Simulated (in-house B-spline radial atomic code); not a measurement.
The numbers below are computed, except where a source is named.
# Two electrons in Si: a spherical dot of radius 4.14 nm with hard walls with an ionised donor at its centre

For Si the NSM archive of the Ioffe Institute lists m_l = 0.98 m0, m_t = 0.19 m0 and ε = 11.7; the model takes one isotropic valley with the conductivity mass 3/(1/m_l + 2/m_t) = 0.26 m0, and so misses anisotropy and the other valleys. All triplets below are those of one valley; with several valleys two electrons can form a triplet in the 1s orbital itself, at an energy set by the valley splitting. Real donors also feel a central-cell potential, which shifts the ground state.

Effective-mass model with parabolic bands, a uniform dielectric constant, no image charges, no central-cell or spin-orbit terms. Two-electron levels come from full CI in B-splines with partial waves to l = 5 (up to 0.001 effective hartree above the limit).

Q: What are the effective units, and what is the potential in them?

A: Ha* = 27211.386 meV × 0.26/11.7² = 51.68 meV and a* = 0.0529177 nm × 11.7/0.26 = 2.381 nm. The radius is R = 1.74 a*, with −1/r added.

In these units the lowest s and p orbitals lie at 0.0938 and 2.2486, and their Coulomb and exchange integrals are J_ss = 1.1710, J_sp = 0.9860 and K_sp = 0.1973. Full CI gives 1.2883 for the ground singlet, 3.1153 for the sp triplet, 3.4626 for the sp singlet and 5.6517 for the lowest triplet of two s orbitals.

Q: What does it cost to add the second electron, to first order and exactly?

A: To first order E = 2ε_s + J_ss = 1.3586, so the charging energy E(2) − 2E(1) is J_ss = 60.52 meV. CI gives 1.2883 − 2 × (0.0938) = 1.1007, or 56.89 meV: relaxation and correlation lower it by 3.634 meV, 6.0 % of J_ss. The s² configuration of one-electron orbitals holds 98.8 % of the state, and the mean radius is 1.91 nm.

Q: How far above the singlet do the triplets lie?

A: To first order the sp triplet lies at ε_s + ε_p + J_sp − K_sp = 3.1311, which is 91.61 meV above 2ε_s + J_ss. CI gives 3.1153 − (1.2883) = 1.8270, or 94.43 meV, 85 % of the orbital spacing of 111.4 meV. The ss triplet lies 225.5 meV up, so the lower of the two is the sp one, and its gap equals k_BT at 1100 K. The sp singlet-triplet splitting is 17.95 meV, against 2K_sp = 20.39 meV.
